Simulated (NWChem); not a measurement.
Species: CH5BS; SMILES CBS

Computed with NWChem. Each level has its own optimisation; frequencies are unscaled. One conformer.

```
level                r B–H (Å)  r B–C (Å)  r B–S (Å)  r H–S (Å)  highest harmonic frequency (cm⁻¹)  lowest (cm⁻¹)  zero-point energy (kcal/mol)  dipole (D)
-------------------  ---------  ---------  ---------  ---------  ---------------------------------  -------------  ----------------------------  ----------
Hartree-Fock/3-21G       1.184      1.570      1.835      1.349                               3255            102                          39.1        1.64
BLYP/def2-SVP            1.213      1.574      1.805      1.365                               3032            137                          35.8        0.39
PBE-D3(BJ)/def2-SVP      1.217      1.568      1.795      1.363                               3071            133                          35.9        0.44
```
